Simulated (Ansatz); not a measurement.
Wavefunction ladder for `F[SiH]1[SiH2]S1`

```xyz
7

F     1.927   -1.360    0.162
Si    1.079   -0.010    0.208
Si   -1.057    0.061   -0.452
S    -0.477    0.078    1.644
H     2.051    1.100    0.223
H    -1.781   -1.160   -0.872
H    -1.743    1.291   -0.913
```

Charge 0, multiplicity 1. The structure was optimised at the PBE0-D4/def2-TZVP level. Frozen core, restricted reference, Ansatz. CBS rows extrapolate triple and quadruple zeta; past MP2 they add the triple-zeta difference.

```csv
basis,HF (Eh),MP2 corr.,CCSD corr.,(T),CCSD(T) total
def2-SVP,-1076.26534,?,-0.53935,-0.01507,?
def2-TZVPP,-1076.74964,-0.65544,?,-0.02863,?
def2-QZVPP,?,-0.71475,–,–,–
CBS(def2),-1076.78809,-0.75869,?,as TZ,?
```

Fill in the withheld values. (Best estimate.)

Ansatz gave: def2-SVP MP2 corr.: -0.49854; def2-SVP CCSD(T) total: -1076.81976; def2-TZVPP CCSD corr.: -0.69453; def2-TZVPP CCSD(T) total: -1077.47280; def2-QZVPP HF (Eh): -1076.78344; CBS(def2) CCSD corr.: -0.79777; CBS(def2) CCSD(T) total: -1077.61449.
